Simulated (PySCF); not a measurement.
**Effect of structural changes**

The calculation used PySCF 2.14.0, quadratic response CAM-B3LYP/aug-cc-pVDZ first hyperpolarisability, Taylor convention, gas phase. Geometry: PBE0-D3(BJ)/def2-SVP.

Each molecule in one low-energy conformer. The parent is C1=CCCCCCC=1.

The calculation is non-relativistic, which matters for the atoms heavier than Zn.

How does the norm of the vector part βᵢ = ⅓ Σⱼ (βᵢⱼⱼ + βⱼᵢⱼ + βⱼⱼᵢ) of the static first hyperpolarisability change along this series?
- C1=CCCCCCC=1 (base)
- BrC1=C=CCCCCC1 (H replaced by Br)
- N#CC1=C=CCCCCC1 (H replaced by CN)


| molecule | static β vector norm (au) | static β HRS (au) | S1 (eV) |
| --- | --- | --- | --- |
| C1=CCCCCCC=1 | 121 | 49 | 5.47 |
| BrC1=C=CCCCCC1 | 136 | 58 | 4.65 |
| N#CC1=C=CCCCCC1 | 122 | 63 | 5.13 |

The norm of the vector part βᵢ = ⅓ Σⱼ (βᵢⱼⱼ + βⱼᵢⱼ + βⱼⱼᵢ) of the static first hyperpolarisability is lowest for C1=CCCCCCC=1 and highest for BrC1=C=CCCCCC1.
